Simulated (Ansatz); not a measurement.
`F/C=C(\F)C(F)F` and `F/C=C/C(F)=C\F` differ in one atom or group (the configuration at the double bond changes too).

Ansatz, PBE0-D4/def2-TZVP geometries, multiplicity 1. Each molecule was computed in one conformer, which needn't be the lowest.

```csv
property,`F/C=C(\F)C(F)F`
LUMO energy (ωB97M-V/def2-TZVPP) / eV,1.86
size of the dipole moment (ωB97M-V/def2-TZVPP) / D,1.47
HOMO–LUMO gap (PBE0/def2-TZVPP) / eV,7.71
HOMO–LUMO gap (B3LYP/def2-TZVPP) / eV,7.21
LUMO energy (PBE0/def2-TZVPP) / eV,-0.33
LUMO energy (B3LYP/def2-TZVPP) / eV,-0.62
```

What does the change do to each property? (An estimate is asked.)

The calculation gave: 
```json
{"property": "LUMO energy (ωB97M-V/def2-TZVPP) / eV", "`F/C=C/C(F)=C\\F`": "1.02", "shift": "-0.84"}
{"property": "size of the dipole moment (ωB97M-V/def2-TZVPP) / D", "`F/C=C/C(F)=C\\F`": "0.85", "shift": "-0.62"}
{"property": "HOMO–LUMO gap (PBE0/def2-TZVPP) / eV", "`F/C=C/C(F)=C\\F`": "5.77", "shift": "-1.94"}
{"property": "HOMO–LUMO gap (B3LYP/def2-TZVPP) / eV", "`F/C=C/C(F)=C\\F`": "5.35", "shift": "-1.86"}
{"property": "LUMO energy (PBE0/def2-TZVPP) / eV", "`F/C=C/C(F)=C\\F`": "-1.07", "shift": "-0.74"}
{"property": "LUMO energy (B3LYP/def2-TZVPP) / eV", "`F/C=C/C(F)=C\\F`": "-1.31", "shift": "-0.69"}
```

With PBE0 the HOMO rises by 1.20 eV and the LUMO falls by 0.74 eV, so the gap narrows by about 1.94 eV. PBE moves the HOMO by 0.98 eV and ωB97M-V by 1.36 eV. The zero-point energy changes by 32.1 kJ/mol with +3 modes. Dipoles are sizes alone; their direction can turn.

B3LYP here is the variant with VWN-RPA as its local correlation; programs differ in this.
